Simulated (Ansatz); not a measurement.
A CCSD(T) single point on ClH$_{7}$N$_{2}$Si$_{2}$ (`N[SiH2][SiH](N)Cl`).

```yaml
crystal:
  periodic: [false, false, false]
  atoms:
    - {symbol: N, position_ang: [-0.599155, 1.129218, 1.492133]}
    - {symbol: Si, position_ang: [-0.942938, 0.959388, -0.191760]}
    - {symbol: Si, position_ang: [0.705499, -0.506516, -0.961046]}
    - {symbol: N, position_ang: [0.488230, -2.029672, -0.227651]}
    - {symbol: Cl, position_ang: [2.497937, 0.446039, -0.431695]}
    - {symbol: H, position_ang: [0.337768, 1.394864, 1.756502]}
    - {symbol: H, position_ang: [-1.275481, 1.568122, 2.097340]}
    - {symbol: H, position_ang: [-2.309907, 0.385110, -0.315807]}
    - {symbol: H, position_ang: [-0.913993, 2.213036, -1.006440]}
    - {symbol: H, position_ang: [0.814924, -0.715554, -2.424559]}
    - {symbol: H, position_ang: [0.226914, -2.075726, 0.744797]}
    - {symbol: H, position_ang: [1.047103, -2.823409, -0.497813]}
basis:
  gaussian: {orbitals: def2-SVP}
correlation: {method: ccsd_t}
```

```sh
$ ansatz run in.yaml --threads 4 --pin off --events-out ev --progress --plain --max-ram 10444MiB
```

The program prints (abridged):

```
Functional definition: HF
1142 factors; integrals over basis functions are off by at most 1.1e-3 eV
mean field evaluation 1: about -31290.1126 eV, gradient 4.0e1 eV
mean field evaluation 2: about -31290.1137 eV, gradient 4.0e1 eV
mean field evaluation 4: about -31293.9709 eV, gradient 3.2e0 eV
mean field evaluation 8: about -31294.0115 eV, gradient 9.1e-5 eV
mean field -31294.01153381 eV, -1150.0337120247 hartree, gradient 1.5e-6 eV, S^2 0.000000; 0 other end points of the search recorded, 0 dependent functions left out
17 core orbitals not correlated: weight in the atoms' cores, before any rotation towards them, 1.000 or more for the frozen orbitals, at most 0.000 for the correlated occupied ones
reference -31294.01153381 eV, -1150.0337120247 hartree; 16, 16 occupied and 84, 84 virtual orbitals, 1142 factors
second order -18.17143545 eV of doubles, -0.00000000 eV of singles
cycle   1  -19.29721532 eV  change    -1.1e0 eV  update   9.2e-2
cycle   2  -19.79481968 eV  change   -5.0e-1 eV  update   2.7e-2
cycle   3  -19.87328323 eV  change   -7.8e-2 eV  update   1.1e-2
cycle   4  -19.86925895 eV  change    4.0e-3 eV  update   2.9e-3
cycle   5  -19.86887570 eV  change    3.8e-4 eV  update   1.1e-3
cycle   6  -19.86878365 eV  change    9.2e-5 eV  update   3.5e-4
cycle   7  -19.86867694 eV  change    1.1e-4 eV  update   1.3e-4
cycle   8  -19.86868463 eV  change   -7.7e-6 eV  update   4.4e-5
cycle   9  -19.86868675 eV  change   -2.1e-6 eV  update   1.4e-5
perturbative correction -0.49433276 eV, -0.0181663940 hartree
Total energy: -31314.37455333 eV, -1150.7820391893 hartree
```

Run time 5.5 s (4 threads of an Arm Neoverse V2 on a shared host); peak host memory 0.56 GiB.

The correlation energy is -20.363 eV, 2.4 % of it from (T); the T1 diagnostic reads 0.0106.
